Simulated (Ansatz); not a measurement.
C3HN, SMILES `C#CC#N` (charge 0, multiplicity 1).

All values below come from Ansatz (a first-principles code) with PBE/cc-pVTZ // B3LYP-D3(BJ)/def2-TZVP.

Ansatz 0.2 input:
```yaml
crystal:
  periodic: [false, false, false]
  atoms:
    - { symbol: C, position_ang: [-1.273101, -0.18204, 0.073511] }
    - { symbol: C, position_ang: [-0.084321, -0.012056, 0.041936] }
    - { symbol: C, position_ang: [1.269886, 0.181582, 0.005964] }
    - { symbol: N, position_ang: [2.413013, 0.345026, -0.024403] }
    - { symbol: H, position_ang: [-2.325477, -0.332512, 0.101473] }
basis:
  gaussian: { orbitals: cc-pVTZ }
hamiltonian:
  xc: pbe
```

Output:

```
Functional definition: PBE
727 factors; their error is unknown
mean field evaluation 1: about -4603.6274 eV, gradient 5.6e1 eV
mean field evaluation 2: about -4597.0737 eV, gradient 7.5e1 eV
mean field evaluation 4: about -4610.2539 eV, gradient 6.0e0 eV
mean field evaluation 8: about -4610.3325 eV, gradient 2.3e-2 eV
mean field -4610.31979790 eV, -169.4261275857 hartree, gradient 5.3e-5 eV, S^2 0.000000; 0 other end points of the search recorded, 0 dependent functions left out
reference -4610.31982476 eV, -169.4261285731 hartree; 13, 13 occupied and 121, 121 virtual orbitals, 727 factors
Total energy: -4610.31982476 eV, -169.4261285731 hartree
```
